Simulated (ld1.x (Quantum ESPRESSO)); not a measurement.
Which change was made? (Ar, TM semilocal)

argon (Ar), norm-conserving Troullier–Martins (semilocal form), made with ld1.x (Quantum ESPRESSO) 7.5 (BLYP, scalar-relativistic). Core [Ne], reference 3s2 3p6. Waves: 3s (bound): rc 1.10 bohr; 3p (bound): rc 1.25 bohr; 3d channel at 0.05 Ry: rc 1.30 bohr. Local part: the d channel. Core correction: a·sin(br)/r model core, default radius (core density twice the valence density).

Cutoffs, loose and tight: the cutoffs (Ry, on a coarse ladder) from which the occupation-weighted sum of valence levels, in a spherical-Bessel basis at the reference potential, stays within 10 and 1 mRy of its value at 400 Ry. They do not see the model core or the augmentation charge, which bear on the density cutoff. Test errors are all-electron minus pseudo excitation energies from the reference, over the configurations 3s2 3p5; 3s2 3p4; 3s2 3p3; 3s2 3p2; 3s1 3p6; 3s2 3p5.5; variants that change the core or the reference have their own tests.

The base gives: outcome: generated; cutoff, loose: 70 Ry; cutoff, tight: 110 Ry; bound ghosts: none; largest test error (meV): +201.

(1) After one change the result is: outcome: generated; cutoff, loose: 60 Ry; cutoff, tight: 90 Ry; bound ghosts: none; largest test error (meV): +212. Which change was it?
A. wave 3s (bound): rc 1.10 bohr becomes 3s (bound): rc 1.32 bohr
B. wave 3s (bound): rc 1.10 bohr becomes 3s (bound): rc 0.84 bohr
C. wave 3s (bound): rc 1.10 bohr becomes 3s (bound): rc 1.46 bohr

## Answers

(1) A. The others give: wave 3s (bound): rc 1.10 bohr becomes 3s (bound): rc 1.46 bohr → outcome: generated; cutoff, loose: 50 Ry; cutoff, tight: 80 Ry; bound ghosts: none; largest test error (meV): +252 | wave 3s (bound): rc 1.10 bohr becomes 3s (bound): rc 0.84 bohr → outcome: generated; cutoff, loose: 140 Ry; cutoff, tight: 300 Ry; bound ghosts: none; largest test error (meV): +275.
